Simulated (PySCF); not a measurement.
AgF, SMILES [F][Ag], multiplicity 1. Heavy atoms are numbered as in [Ag:1][F:2].

The structure is a stationary point at B3LYP-D3(BJ)/def2-TZVPD. The multiplicity is an assumed one; other spin states were not compared. The def2 effective core potentials stand for the cores of Ag; spin–orbit coupling is left out.

Calculation: B3LYP/def2-TZVPD in PySCF.

Mulliken values depend strongly on the basis, most of all with diffuse functions as here. ESP charges are fitted to the potential on shells at 1.4 to 2.0 van der Waals radii. Atomic charges (e), one atom of each kind:

| atom | ESP fit | Mulliken |
|---|---|---|
| Ag1 | 0.59 | 0.72 |
| F2 | -0.59 | -0.72 |
